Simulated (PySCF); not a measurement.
CHF2O3S, SMILES O=S(=O)(O)[C](F)F, multiplicity 2.

The structure is a stationary point at PBE-D3(BJ)/def2-SVP. The isomer is the one that the SMILES or the coordinates give; other isomers of the formula were not compared. Other conformers were not sampled.

Level of theory: PySCF with PBE-D3(BJ)/def2-SVP.

Frequencies are harmonic and unscaled.

```tsv
mode	ν (cm⁻¹)	IR (km/mol)	moving atoms (share of kinetic energy)
1	53	0.6	F 68 %, O 30 %
2	153	2.0	O 59 %, F 26 %, H 8 %
3	171	4.2	O 53 %, F 42 %
4	277	50.5	H 52 %, O 34 %, F 11 %
5	302	0.5	F 50 %, O 39 %
6	363	31.0	O 42 %, H 32 %, F 19 %
7	425	23.0	O 70 %, S 11 %, C 11 %
8	430	13.7	O 48 %, S 18 %, F 17 %, H 13 %
9	535	66.5	O 33 %, F 32 %, S 27 %
10	554	25.1	C 60 %, O 18 %, F 12 %, S 10 %
11	639	9.4	F 42 %, C 23 %, O 19 %, S 16 %
12	746	204.6	O 52 %, S 43 %
13	1060	57.1	H 83 %, O 16 %
14	1130	203.9	O 70 %, S 22 %
15	1220	83.6	C 61 %, F 30 %
16	1266	152.9	C 70 %, F 29 %
17	1381	218.3	O 50 %, S 46 %
18	3635	117.0	H 94 %
```
